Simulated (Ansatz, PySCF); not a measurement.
C3H10BrNSi, singlet, at a GFN2-xTB geometry. Base run: CASSCF(4,4)/STO-3G (PySCF).

Input for PySCF:
```python
from pyscf import gto, scf, mcscf
import numpy

mol = gto.Mole()
mol.atom = '''
    Si    0.46823540    0.69479519   -0.15085970
    C     1.87033266    0.35231768   -1.38518140
    Br    0.43751476   -1.03316118    1.25274659
    N    -1.12624845    0.81723998   -0.76781813
    C    -1.58799667    2.06410856   -1.32227817
    C    -1.89780063   -0.31059628   -1.23387476
    H     0.69853435    1.87587729    0.67080567
    H     2.82744765    0.25433341   -0.87936491
    H     1.69774924   -0.57220327   -1.93388992
    H     1.96207578    1.15523927   -2.11222518
    H    -1.47542770    2.08798593   -2.41295468
    H    -2.64633943    2.20166611   -1.08591698
    H    -1.02572161    2.89185119   -0.89764616
    H    -1.81719060   -0.43221484   -2.32073932
    H    -2.95142150   -0.15822709   -0.98506392
    H    -1.56149098   -1.22645881   -0.75436635
'''
mol.basis = 'sto-3g'
mol.verbose = 4
mol.build()

mf = scf.RHF(mol)
mf.kernel()
mc = mcscf.CASSCF(mf, 4, 4)
mc.fix_spin_(ss=0.0)
mc.kernel()
occ = numpy.linalg.eigvalsh(mc.fcisolver.make_rdm1(mc.ci, mc.ncas, mc.nelecas))[::-1]
ss = mc.fcisolver.spin_square(mc.ci, mc.ncas, mc.nelecas)[0]
print('natural occupations', occ.round(4), ' <S^2>', round(ss, 4))
```

Programs used: Ansatz (a quantum-chemistry and plane-wave program), PySCF; a row that names a program was run with it.

The base run was repeated with changes; each row names its change, and settings that it needs were set with it.

```
change                                                ΔE vs base (kcal/mol)                 natural occupations  <S^2> of the state
----------------------------------------------------  ---------------------  ----------------------------------  ------------------
base                                                                  0.000                 1.99 1.98 0.02 0.02                0.00
active space = 2 electrons, 2 orbitals                                13.29                           1.98 0.02                0.00
orbitals = fixed (CASCI); correction = SC-NEVPT2                     -135.0                 2.00 2.00 0.00 0.00                0.00
fix_spin_ = off                                                       0.000                 1.99 1.98 0.02 0.02                0.00
active space = 8 electrons, 7 orbitals                                -5.61  2.00 1.99 1.98 1.98 0.03 0.02 0.01                0.00
code = ansatz; correction = SC-NEVPT2, all electrons                 -139.8                                   -                   -
active space = 6 electrons, 7 orbitals                                -7.43  1.99 1.98 1.97 0.03 0.02 0.01 0.00                0.00
solver = newton                                                        6.21                 1.99 1.98 0.02 0.01                0.00
active space = 4 electrons, 6 orbitals                                 2.81       1.99 1.98 0.02 0.01 0.00 0.00                0.00
start = MP2 natural orbitals                                         -0.017                 1.99 1.98 0.02 0.02                0.00
active space = 4 electrons, 5 orbitals                                 3.39            1.99 1.98 0.02 0.01 0.00                0.00
```

Active orbitals are taken around the Fermi level unless the row says otherwise; CASSCF can end in different local minima, and two programs can end on different orbitals. State-averaged rows give the lowest state.
